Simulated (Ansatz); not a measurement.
A nudged elastic band was laid between two geometries of Cl3F2HOW + FH (10 atoms, charge 0, multiplicity 1).

All numbers below come from Ansatz, RHF/def2-SVP.

- movable images: 9
- climbing image: yes
- spring: 5.0 eV/Å²
- optimiser: quadratic models (default)
- start path: through a guess of the saddle point
- force threshold: 0.05 eV/Å
- iteration limit: 60
- end points: relaxed

Initial state:

```xyz
10
Properties=species:S:1:pos:R:3
W -0.265 -0.181 -0.210
Cl 0.127 0.068 2.088
Cl 2.012 -0.208 -0.528
Cl -0.312 2.077 -0.595
O -2.024 -0.226 0.166
H -2.860 -0.257 0.613
F -0.168 -2.016 -0.026
F -0.532 -0.484 -2.002
F 2.572 2.473 2.380
H 2.077 1.726 2.482
```

Final state:

```xyz
10
Properties=species:S:1:pos:R:3
W 0.228 0.049 -0.532
Cl -0.619 0.974 3.707
Cl 2.217 -0.005 -1.703
Cl -0.146 2.195 -1.268
O -1.192 0.097 0.581
H -1.486 0.265 1.475
F 0.591 -1.693 -0.044
F -0.732 -0.614 -1.937
F 1.230 0.650 0.920
H 0.537 1.053 3.170
```

(1) Which bonds break or form, and what moves?

(2) What energy profile does the band end with?

(3) What is the geometry of the highest image?

(4) What are the harmonic wavenumbers there?

Answers

(1) Bonds broken: W1–Cl2, F9–H10. Bonds formed: W1–F9, Cl2–H10. Cl3F2HOW + FH becomes Cl2F3HOW + ClH.

(2) The forces met the threshold. The highest image is number 4 of 0 to 10, 1.17 eV above the first end and 1.90 eV above the last; the last end lies 0.73 eV below the first. A vibrational analysis at the climbing image gives one clearly imaginary mode, 836i cm⁻¹: a first-order saddle point. The orbitals stay closed-shell, which can raise the energy where a bond breaks towards radicals; this wasn't checked here.

| image | path coordinate (Å) | energy (eV) | W1–Cl2 (Å) | F9–H10 (Å) | W1–F9 (Å) |
| --- | --- | --- | --- | --- | --- |
| 0 | 0.00 | 0.00 | 2.34 | 0.90 | 4.67 |
| 1 | 1.30 | 0.00 | 2.35 | 0.90 | 4.73 |
| 2 | 2.61 | 0.07 | 2.38 | 0.90 | 4.13 |
| 3 | 3.91 | 0.51 | 2.47 | 0.91 | 3.15 |
| 4 | 5.20 | 1.17 | 2.94 | 1.09 | 2.13 |
| 5 | 5.93 | 0.07 | 3.40 | 1.73 | 1.91 |
| 6 | 6.66 | -0.38 | 3.87 | 2.00 | 1.87 |
| 7 | 7.38 | -0.60 | 4.17 | 2.17 | 1.86 |
| 8 | 8.11 | -0.68 | 4.25 | 2.33 | 1.86 |
| 9 | 8.83 | -0.72 | 4.36 | 2.38 | 1.86 |
| 10 | 9.56 | -0.73 | 4.42 | 2.39 | 1.86 |

(3) 
```xyz
10
Properties=species:S:1:pos:R:3:forces:R:3
W 0.102 0.192 -0.202 -0.01 -0.01 0.00
Cl 0.455 -0.599 2.608 0.01 0.02 -0.02
Cl 2.361 -0.078 -0.227 0.01 0.01 0.00
Cl 0.207 2.225 -1.295 0.01 0.00 0.00
O -1.497 0.375 0.597 -0.02 -0.01 0.02
H -1.853 0.257 1.475 0.00 0.01 -0.01
F 0.019 -1.647 -0.159 0.00 0.00 0.00
F -0.483 -0.236 -1.884 0.00 0.00 -0.01
F 0.634 1.594 1.313 0.02 0.03 -0.01
H 0.682 0.888 2.143 -0.02 -0.03 0.04
```

(4) 836i, 58, 96, 128, 159, 174, 211, 251, 258, 278, 311, 361, 408, 442, 478, 535, 622, 668, 723, 761, 861, 1004, 1529, 4061 cm⁻¹.

The run took 13 min on 4 threads of Arm Neoverse V1, with other jobs on the host, peak memory 0.59 GiB.
